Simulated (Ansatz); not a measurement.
[WS4]2- (WS₄²⁻). Charge -2, multiplicity 3. Geometry PBE0-D4/def2-SVPD, that of the charge -2 singlet; atoms count from 1.

```xyz
5

W     0.0000    0.0000    0.0001
S    -1.5381   -1.3573   -0.8449
S    -0.0341   -0.1306    2.2146
S    -0.4306    2.0849   -0.6250
S     2.0028   -0.5970   -0.7448
```

In the def2 sets W takes a core potential; there is no spin–orbit coupling. A multiply charged anion in the gas phase is held together partly by the finite basis. Removing one electron lowers the energy by 0.33 eV at PBE0-D4/def2-TZVPD, so it isn't bound. The highest occupied level of the charge -2 triplet lies above zero (up to 4.10 eV). By energy differences it is unbound by 2.82 eV (vertical, against the charge -1 doublet, at PBE0-D4/def2-TZVPD) and held by the finite basis. At PBE0-D4/def2-TZVPD a singlet of charge -2 lies 2.49 eV below the triplet at the same geometry.

Problem. Estimate the Mulliken populations from the PBE0/def2-TZVPD orbitals of Ansatz.

Solution. 
```
atom  charge (e)  spin (α − β)  d electrons
  W1        1.12          0.50         4.13
  S2       -0.74          0.56            –
  S3       -0.74          0.56            –
  S4       -0.82          0.19            –
  S5       -0.82          0.19            –
```
Mulliken values depend strongly on the basis. With diffuse functions, as here, like atoms can get unlike values, and bond orders can come out too low or too high.

Problem. Where does the spin sit?

Solution. Summed by element: W 0.50, S 1.50, of 2 unpaired in all. Largest on single atoms: S2 0.56, S3 0.56, W1 0.50.

Problem. And the Mayer bond orders between heavy atoms (over 0.3)?

Solution. W1–S2 1.25 (2.22 Å); W1–S3 1.25 (2.22 Å); W1–S4 1.43 (2.22 Å); W1–S5 1.43 (2.22 Å).
